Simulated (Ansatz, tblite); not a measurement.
Cost and result up the ladder for Ge18BH28, a doped nanocrystal cut from the lattice of germanium (B on a surface site) (47 atoms). The state is a doublet with charge 0. Geometry: r2SCAN-D4/def2-SVP.

```xyz
47

Ge   -3.340   -2.060   -1.215
Ge   -1.024   -3.814    1.133
Ge   -1.704    0.695   -3.427
B     0.214   -0.841   -0.850
Ge    1.623    2.232   -2.962
Ge   -0.937    2.798   -0.023
Ge    3.979    0.439   -0.600
Ge   -2.231   -0.220    2.046
Ge    1.449    0.978    2.374
Ge    2.682   -2.642    0.976
Ge   -3.825   -0.188   -2.671
Ge   -1.406   -1.583    0.204
Ge    1.101   -3.919    2.288
Ge   -2.865    1.969    1.203
Ge   -0.088    1.139   -1.597
Ge    1.891   -0.366    0.387
Ge    3.723    2.530   -1.793
Ge    0.802    3.201    1.629
Ge   -0.436    0.120    3.648
H    -4.564   -2.427   -0.351
H    -3.025   -3.270   -2.119
H    -0.970   -4.842   -0.016
H    -2.187   -4.212    2.065
H    -1.013   -0.308   -4.373
H    -1.842    2.039   -4.178
H     0.568   -1.569   -1.758
H     1.877    1.352   -4.204
H     1.037    3.572   -3.453
H    -1.260    4.087   -0.811
H     4.476   -0.631   -1.595
H     5.021    0.540    0.533
H    -3.438   -0.903    2.728
H     2.743    1.033    3.218
H     2.969   -3.355   -0.360
H     4.032   -2.427    1.699
H    -4.635   -0.633   -3.907
H    -4.608    0.922   -1.952
H     1.613   -5.372    2.389
H     1.024   -3.331    3.706
H    -4.104    1.877    0.292
H    -3.194    2.941    2.356
H     3.634    3.709   -0.810
H     4.893    2.793   -2.761
H     1.995    3.961    1.019
H     0.252    4.031    2.806
H    -0.070   -1.196    4.359
H    -0.832    1.150    4.727
```

Ansatz on 11 threads of AMD EPYC 7R13 on a shared host and a whole NVIDIA H100 80GB HBM3; xTB runs through tblite on one thread. Times are rough, summed over both states, and most runs start from the orbitals of an earlier one. PBE0-D4/def2-TZVP serves as the yardstick here, not as an exact answer. The other state is a singlet, and no other spin of it was run.

The xTB rows come from tblite. Single mean-field runs in def2-TZVP are fitted with def2-universal-jkfit.

Raw xTB energies of ions are shifted by several eV, and xTB has no spin-polarisation term.

| level | functions | vertical IE (eV) | difference from PBE0-D4/def2-TZVP (eV) |
| --- | --- | --- | --- |
| HF/def2-TZVP | 1063 | 7.35 | 0.02 |
| PBE-D4/def2-TZVP | 1063 | 6.97 | -0.36 |
| GFN2-xTB | 194 | 10.94 | 3.61 |
| GFN1-xTB | 222 | 12.46 | 5.13 |
| PBE0-D4/def2-TZVP (with forces) | 1063 | 7.33 | 0.00 |

Estimate how long each takes.

GFN1-xTB 0.83 s; GFN2-xTB 0.88 s; PBE-D4/def2-TZVP 14 s; HF/def2-TZVP 28 s; PBE0-D4/def2-TZVP (with forces) 34 s. On shared hardware such times vary by a factor of up to 3.
